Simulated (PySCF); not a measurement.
# Mayer bond orders and bond lengths

Species: C₃H₉AlF₂S.
Numbering: `[CH3:1][S@@+:2]([AlH3-:3])[CH2:4][CH:5]([F:6])[F:7]` (hydrogens: H8, H9, H10 on C1; H11, H12, H13 on Al3; H14, H15 on C4; H16 on C5)

Structure used (PBE0-D3(BJ)/def2-SVP), in Å, numbered top down from 1:
```xyz
16
C3H9AlF2S angstrom
C     -1.191    1.810   -0.124
S     -0.141    0.647    0.772
Al    -1.619   -1.341    0.763
C      1.018    0.202   -0.551
C      2.062   -0.782   -0.066
F      2.899   -1.036   -1.093
F      2.779   -0.235    0.937
H     -2.003    2.086    0.562
H     -1.614    1.333   -1.019
H     -0.611    2.705   -0.387
H     -1.892   -1.303   -0.823
H     -2.763   -0.799    1.740
H     -0.568   -2.432    1.286
H      1.535    1.114   -0.886
H      0.459   -0.241   -1.389
H      1.630   -1.733    0.289
```

Bond orders from the PBE0/pcSseg-1 density (PySCF). One conformer (not necessarily the lowest) at the PBE0-D3(BJ)/def2-SVP geometry, without solvent, vibrations or thermal averaging.

(1) Where do the orders between heavy atoms depart from those drawn in the SMILES?

(2) Set the Mayer orders of the bonds beside their lengths.

## Answers

(1) The largest departure is 0.670, at S2–Al3 (drawn single, 0.330). Drawn single, order below 0.88: S2–Al3 (0.330). The SMILES, with its formal charges, is one Lewis structure only.

(2) 
```json
{"bond": "C1–S2", "drawn as": "single", "length (Å)": "1.805", "Mayer order": "0.971"}
{"bond": "S2–Al3", "drawn as": "single", "length (Å)": "2.477", "Mayer order": "0.330"}
{"bond": "S2–C4", "drawn as": "single", "length (Å)": "1.814", "Mayer order": "0.951"}
{"bond": "C4–C5", "drawn as": "single", "length (Å)": "1.514", "Mayer order": "0.996"}
{"bond": "C5–F6", "drawn as": "single", "length (Å)": "1.349", "Mayer order": "0.962"}
{"bond": "C5–F7", "drawn as": "single", "length (Å)": "1.348", "Mayer order": "0.970"}
{"bond": "C1–H8", "drawn as": "single", "length (Å)": "1.098", "Mayer order": "0.944"}
{"bond": "C1–H9", "drawn as": "single", "length (Å)": "1.099", "Mayer order": "0.936"}
{"bond": "C1–H10", "drawn as": "single", "length (Å)": "1.098", "Mayer order": "0.944"}
{"bond": "Al3–H11", "drawn as": "single", "length (Å)": "1.610", "Mayer order": "0.854"}
{"bond": "Al3–H12", "drawn as": "single", "length (Å)": "1.599", "Mayer order": "0.891"}
{"bond": "Al3–H13", "drawn as": "single", "length (Å)": "1.603", "Mayer order": "0.873"}
{"bond": "C4–H14", "drawn as": "single", "length (Å)": "1.101", "Mayer order": "0.916"}
{"bond": "C4–H15", "drawn as": "single", "length (Å)": "1.101", "Mayer order": "0.914"}
{"bond": "C5–H16", "drawn as": "single", "length (Å)": "1.104", "Mayer order": "0.938"}
```

Bonds between the same two heavy elements. C–S: lowest S2–C4 (0.951, 1.814 Å), highest C1–S2 (0.971, 1.805 Å). C–F: all 2 within 0.02 of one another (0.962 to 0.970).

Q: Sum the orders of all bonds at each heavy atom with more than one neighbour and set the sums beside the valence in the SMILES.

A: C1 3.795 (drawn 4), S2 2.252 (drawn 3), Al3 2.948 (drawn 4), C4 3.777 (drawn 4), C5 3.866 (drawn 4). Orders between atoms that aren't bonded are not in these sums.

Mayer orders depend on the basis set.
